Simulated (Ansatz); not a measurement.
Consider the formal exchange of groups at a C–N bond: `CN([SiH2]O)[SiH2]Cl` + `C=C1C=C1` → `C=C1C=C1C` + `O[SiH2]N[SiH2]Cl`.

Isolated molecules relaxed with PBE0-D4/def2-TZVP in Ansatz; ΔE leaves out vibrations. CBS: MP2 limit from def2 TZ/QZ plus the TZ coupled-cluster correction, frozen cores. DFT in def2-TZVPP. B3LYP here is the variant with VWN-RPA as its local correlation; programs differ in this. One conformer a species, not always the lowest.

```tsv
level	ΔE (kJ/mol)
r2SCAN-D4	-78.1
PBE0-D4	-77.2
B3LYP-D4	-73.3
PBE0	-82.1
B3LYP	-82.5
MP2/def2-TZVPP	-76.5
SCS-MP2/def2-QZVPP	-75.7
CCSD/CBS(def2)	-75.6
```

Problem. What does CCSD(T)/CBS give? (An estimate is asked.)

Solution. The calculation gave: -74.0 kJ/mol. The listed levels differ from it by -4.1, -3.2, 0.7, -8.1, -8.5, -2.5, -1.7, -1.6 kJ/mol.

Largest T1 diagnostic among the species: 0.013.

The D4 term adds +9.2 kJ/mol with B3LYP and +5.0 kJ/mol with PBE0; it sums over pairs of atoms, weighted by their polarisabilities, and B3LYP, whose exchange is more repulsive, gets the larger term. In def2-TZVPP, CCSD(T) changes the Hartree–Fock value by +10.4 kJ/mol (the triples alone add +1.6 kJ/mol) and MP2 by +6.8 kJ/mol.
